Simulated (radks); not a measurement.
N, configuration [He] 2s2 2p3. Method: Dirac Kohn-Sham, AM05, spin-unpolarised, spherical densities, point nucleus; open shells are shared between the two j in proportion to 2j + 1; computed with a radial shooting solver on a logarithmic mesh with Libxc functionals.

Unscreened Slater integrals over Kohn-Sham orbitals (eV). Large and small components are both included.

integral          value
F0(2p3/2,2p3/2)  17.154
F2(2p3/2,2p3/2)  7.5639
F0(2p3/2,2p1/2)  17.164
G2(2p3/2,2p1/2)  7.5668
F0(2p3/2,2s1/2)  17.863
G1(2p3/2,2s1/2)  10.826
F0(2p3/2,1s1/2)  25.189
G1(2p3/2,1s1/2)  2.4082
F0(2p1/2,2p1/2)  17.175
F0(2p1/2,2s1/2)  17.874
G1(2p1/2,2s1/2)  10.831
F0(2p1/2,1s1/2)  25.221
G1(2p1/2,1s1/2)  2.4142
F0(2s1/2,2s1/2)  18.721
F0(2s1/2,1s1/2)  26.689
G0(2s1/2,1s1/2)  1.8803
F0(1s1/2,1s1/2)  111.28
